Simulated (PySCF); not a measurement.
## Computed properties of YOF, SMILES [F][Y]=[O]

YOF, SMILES [O]=[Y][F]. Geometry optimised at PBE0-D3(BJ)/def2-TZVP. The def2 effective core potentials stand for the cores of Y; spin–orbit coupling is left out. The values are those of a single conformer. All values are computed for the isolated molecule unless a solvent is named; none is compared with measurement here.

**Structure.** The optimised structure has Cs symmetry. All 3 harmonic modes at PBE0-D3(BJ)/def2-TZVP (PySCF) are real, so it is a minimum. With heavy atoms numbered as in [Y:1](=[O:2])[F:3], the shortest bond between them is Y1–O2 at 1.809 Å and the longest Y1–F3 at 2.028 Å.

**Vibrations.** The strongest infrared lines (harmonic, unscaled, degenerate partners summed) lie at 861 cm⁻¹ (217 km/mol, O 85 %, Y 15 %), 550 cm⁻¹ (161 km/mol, F 80 %, Y 19 %), 179 cm⁻¹ (30 km/mol, O 49 %, F 35 %, Y 15 %). The softest mode is at 179 cm⁻¹ and the zero-point energy is 2.3 kcal/mol.

**Electronic structure.** PBE0/def2-TZVPD (PySCF) places the frontier levels at -6.76 and -2.37 eV, a gap of 4.39 eV, and gives a dipole moment of 7.73 D and a mean polarisability of 35.9 bohr³. PBE/def2-TZVPD (PySCF) at the same geometry gives -5.34 and -3.00 eV, so its gap is 2.05 eV narrower. An orbital gap is neither the optical nor the fundamental gap.

**Excitations.** TDDFT-B3LYP/def2-TZVPD (PySCF) has S1 at 2.75 eV (451 nm, f = 0.004, weak); the most intense of the 10 singlets computed lies at 5.41 eV (f = 0.02). T1 (TDA) is at 2.65 eV. TDDFT-PBE/def2-TZVPD (PySCF) puts S1 at 2.36 eV.
